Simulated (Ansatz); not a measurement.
Start from `CC[CH](C)[AlH2]` and change one atom or group to get `C[CH]([AlH2])CO`.

Ansatz, PBE0-D4/def2-TZVP geometries, multiplicity 1. Each molecule was computed in one conformer, which needn't be the lowest.

| property | `CC[CH](C)[AlH2]` |
| --- | --- |
| LUMO energy (PBE/def2-TZVPP) / eV | -2.01 |
| HOMO–LUMO gap (PBE0/def2-TZVPP) / eV | 5.88 |
| HOMO–LUMO gap (PBE/def2-TZVPP) / eV | 3.90 |
| size of the dipole moment (B3LYP/def2-TZVPP) / D | 1.09 |
| HOMO–LUMO gap (B3LYP/def2-TZVPP) / eV | 5.50 |
| LUMO energy (B3LYP/def2-TZVPP) / eV | -1.42 |

What does the change do to each property? (Best estimate.)

Ansatz gave: 
```json
{"property": "LUMO energy (PBE/def2-TZVPP) / eV", "`C[CH]([AlH2])CO`": "-2.20", "shift": "-0.19"}
{"property": "HOMO–LUMO gap (PBE0/def2-TZVPP) / eV", "`C[CH]([AlH2])CO`": "6.03", "shift": "0.15"}
{"property": "HOMO–LUMO gap (PBE/def2-TZVPP) / eV", "`C[CH]([AlH2])CO`": "3.89", "shift": "-0.01"}
{"property": "size of the dipole moment (B3LYP/def2-TZVPP) / D", "`C[CH]([AlH2])CO`": "1.20", "shift": "0.11"}
{"property": "HOMO–LUMO gap (B3LYP/def2-TZVPP) / eV", "`C[CH]([AlH2])CO`": "5.61", "shift": "0.11"}
{"property": "LUMO energy (B3LYP/def2-TZVPP) / eV", "`C[CH]([AlH2])CO`": "-1.65", "shift": "-0.23"}
```

With PBE0 the HOMO falls by 0.35 eV and the LUMO falls by 0.21 eV, so the gap widens by about 0.14 eV. PBE moves the HOMO by -0.18 eV and ωB97M-V by -0.37 eV. Dipoles are sizes alone; their direction can turn.

B3LYP here is the variant with VWN-RPA as its local correlation; programs differ in this.
